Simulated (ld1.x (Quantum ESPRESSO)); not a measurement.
**u(r) = r·R(r): atom against pseudo-atom (N)**

Columns: radius, all-electron u(r) and pseudo u(r) of the 2p shell (level -7.31 eV) of nitrogen in the configuration [He] 2s1.5 2p3.5; PBE, non-relativistic, RRKJ scheme, ld1.x (Quantum ESPRESSO) 7.5.

```csv
r (bohr),all-electron,pseudo
0.068,0.0374,0.0170
0.135,0.1188,0.0653
0.202,0.2169,0.1398
0.270,0.3183,0.2346
0.338,0.4132,0.3396
0.405,0.4964,0.4438
0.473,0.5690,0.5421
0.540,0.6288,0.6257
0.608,0.6782,0.6935
0.675,0.7164,0.7422
0.742,0.7449,0.7741
0.810,0.7648,0.7919
0.878,0.7769,0.7983
0.945,0.7821,0.7968
1.013,0.7817,0.7902
1.080,0.7766,0.7806
1.148,0.7675,0.7688
1.215,0.7553,0.7555
1.283,0.7404,0.7404
1.350,0.7237,0.7237
1.418,0.7052,0.7052
1.485,0.6858,0.6858
1.553,0.6653,0.6653
1.620,0.6446,0.6446
1.688,0.6232,0.6232
1.755,0.6019,0.6019
```

Question: How many radial nodes do the two functions have?

Answer: The all-electron 2p function has n − l − 1 = 0; the pseudo-wave has 0.

Question: At about which radius was the pseudo-wave matched?

Answer: 1.30 bohr. The columns agree to 0.0005 from 1.22 bohr on; several derivatives are matched, so the curves merge somewhat inside the radius.

Question: Is the pseudo-wave norm-conserving?

Answer: Yes: the RRKJ scheme keeps the norm inside the radius equal to the all-electron one, which fixes the energy derivative of the logarithmic derivative at the level.
